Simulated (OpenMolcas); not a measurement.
O+: effect of the active space

```json
{"Program": "OpenMolcas", "Method": "SS-CASPT2 or its RAS form, IPEA 0.25 Eh, imaginary shift 0.1 Eh", "Basis": "ANO-RCC-VQZP", "Scalar Hamiltonian": "DKH2, point nucleus", "Spin-orbit coupling": "RASSI with atomic mean-field integrals over the reference wave functions, term energies averaged over their components"}
```

A. 3 electrons in 3 orbitals (2p); 2S+1 = 4 odd, 1 root; 2S+1 = 2 odd, 8 roots; closed shells correlated: 1s 2s; CASPT2 step about 1.1 core-seconds
B. 5 electrons in 4 orbitals (2s 2p); 2S+1 = 4 odd, 1 root; 2S+1 = 2 odd, 8 roots; 2S+1 = 4 even, 3 roots; 2S+1 = 2 even, 9 roots; closed shells correlated: 1s; CASPT2 step roughly 2.7 core-seconds
C. 5 electrons in 8 orbitals (2s 2p 3s 3p); 2S+1 = 4 odd, 1 root; 2S+1 = 2 odd, 8 roots; 2S+1 = 4 even, 3 roots; 2S+1 = 2 even, 9 roots; closed shells correlated: 1s; CASPT2 step of the order of 10 core-seconds
D. 3 electrons in 9 orbitals (RAS2 2p; RAS3 3s 3d, at most 1 electron); 2S+1 = 4 odd, 1 root; 2S+1 = 2 odd, 8 roots; 2S+1 = 4 even, 3 roots; 2S+1 = 2 even, 9 roots; closed shells correlated: 1s 2s; CASPT2 step about 13 core-seconds
E. 5 electrons in 9 orbitals (RAS2 2s 2p; RAS3 3d, at most 2 electrons); 2S+1 = 4 odd, 1 root; 2S+1 = 2 odd, 8 roots; 2S+1 = 4 even, 3 roots; 2S+1 = 2 even, 9 roots; closed shells correlated: 1s; CASPT2 step roughly 17 core-seconds

Energies in cm-1 above 2s2 2p3 4S* 3/2, the measured ground level; measured values from NIST Handbook of Basic Atomic Spectroscopic Data.

| Level | A | B | C | D | E | Measured |
| --- | --- | --- | --- | --- | --- | --- |
| 2s2 2p3 4S* 3/2 | 0.0 | 0.0 | 0.0 | 0.0 | 0.0 | 0.0 |
| 2s2 2p3 2D* 3/2 | 27160 | 27170 | 27500 | 27310 | 27190 | 26831 |
| 2s2 2p3 2D* 5/2 | 27160 | 27180 | 27510 | 27310 | 27200 | 26811 |
| 2s2 2p3 2P* 1/2 | 42950 | 40560 | 40860 | 44840 | 41030 | 40470 |
| 2s2 2p3 2P* 3/2 | 42960 | 40560 | 40870 | 44840 | 41030 | 40468 |

Deviations, from unrounded energies. A percentage is the sum of absolute deviations over the sum of measured energies, with the sign that they share, or ± where signs differ.

```tsv
Against measurement	Levels	A	B	C	D	E
mean absolute deviation (cm-1)	4	1400	220	540	2400	470
other terms of the ground configuration (%)	4	+4.2	+0.7	+1.6	+7.2	+1.4
```

B lies closest to measurement on these levels and D furthest from it. The largest miss of B in the table is 2s2 2p3 2D* 5/2, by +360 cm-1. The ranking rests on the paired levels alone, and a cruder setting can come out closer through cancelling errors.

Among A to E the level of the table that moves most is 2s2 2p3 2P* 3/2, by 4300 cm-1 (lowest in B, highest in D). Moves below CASPT2's spread within the term are not significant.

CASPT2 does not keep the components of a term degenerate, so their means are used; among the terms shown or strongly mixed into the levels shown the widest spread is 150 cm-1 (2s2 2p3 2D*, B). With the s shell closed, the reference lacks s² → p² mixing (holds for A; D). The run also gave levels led by 2s2 2p2 3s, which use shells meant for correlation; these and all levels above them are left out (holds for C). Active for correlation alone: 3d; no level in the range computed is led by a configuration that fills it, so any true level of that kind is missing (holds for E). Measured partners are found by configuration, term and J. A level has none where our copy of the source lacks it or the pairing is in doubt (some pairs that miss far off the trend of their configuration count as doubtful), and it then counts in no deviation. Only configurations of the active space appear. The table leaves out levels that lie high or whose names do not pair safely across all columns.

* marks odd parity.
